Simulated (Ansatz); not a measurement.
Level of theory: Ansatz (a quantum-chemistry and plane-wave program) with frozen-core CCSD(T)/cc-pVTZ // CAM-B3LYP-D3(BJ)/def2-TZVP. The restricted HF reference is unstable towards unrestricted orbitals.

Ansatz 0.2 input:
```yaml
crystal:
  periodic: [false, false, false]
  atoms:
    - { symbol: N, position_ang: [2.265258, 0.206242, -0.224388] }
    - { symbol: Si, position_ang: [0.933217, -0.560863, 0.185234] }
    - { symbol: Si, position_ang: [-1.286945, 0.170733, 0.003517] }
    - { symbol: H, position_ang: [2.252283, 1.133798, -0.624788] }
    - { symbol: H, position_ang: [1.101004, -1.911338, 0.758789] }
    - { symbol: H, position_ang: [-2.047649, -0.7585, -0.860859] }
    - { symbol: H, position_ang: [-1.914418, 0.192916, 1.343288] }
    - { symbol: H, position_ang: [-1.302751, 1.527011, -0.580792] }
basis:
  gaussian: { orbitals: cc-pVTZ }
correlation:
  method: ccsd_t
```

Output:

```
Functional definition: HF
967 factors; integrals over basis functions are off by at most 9.7e-4 eV
mean field evaluation 1: about -17280.2624 eV, gradient 4.3e1 eV
mean field evaluation 2: about -17280.4305 eV, gradient 4.4e1 eV
mean field evaluation 4: about -17285.1902 eV, gradient 4.0e0 eV
mean field evaluation 8: about -17285.2956 eV, gradient 3.7e-1 eV
mean field evaluation 16: about -17285.2973 eV, gradient 1.6e-6 eV
mean field -17285.29731370 eV, -635.2229598833 hartree, gradient 1.6e-6 eV, S^2 0.000000; 0 other end points of the search recorded, 0 dependent functions left out; unrestricted orbitals would lower it
11 core orbitals not correlated
reference -17285.29731370 eV, -635.2229598833 hartree; 9, 9 occupied and 148, 148 virtual orbitals, 967 factors
second order -12.45810487 eV of doubles, -0.00000000 eV of singles
cycle   1  -12.94916725 eV  change   -4.9e-1 eV  update   1.1e-1
cycle   2  -13.37620598 eV  change   -4.3e-1 eV  update   3.8e-2
cycle   3  -13.51671798 eV  change   -1.4e-1 eV  update   2.3e-2
cycle   4  -13.50630581 eV  change    1.0e-2 eV  update   6.0e-3
cycle   5  -13.50575136 eV  change    5.5e-4 eV  update   3.2e-3
cycle   6  -13.50623589 eV  change   -4.8e-4 eV  update   9.7e-4
cycle   7  -13.50593188 eV  change    3.0e-4 eV  update   4.2e-4
cycle   8  -13.50600559 eV  change   -7.4e-5 eV  update   1.7e-4
cycle   9  -13.50606376 eV  change   -5.8e-5 eV  update   5.4e-5
cycle  10  -13.50604511 eV  change    1.9e-5 eV  update   2.1e-5
perturbative correction -0.60379430 eV, -0.0221890312 hartree
Total energy: -17299.40715311 eV, -635.7414869176 hartree
```

Cost: about 50 core-seconds (a rough figure).
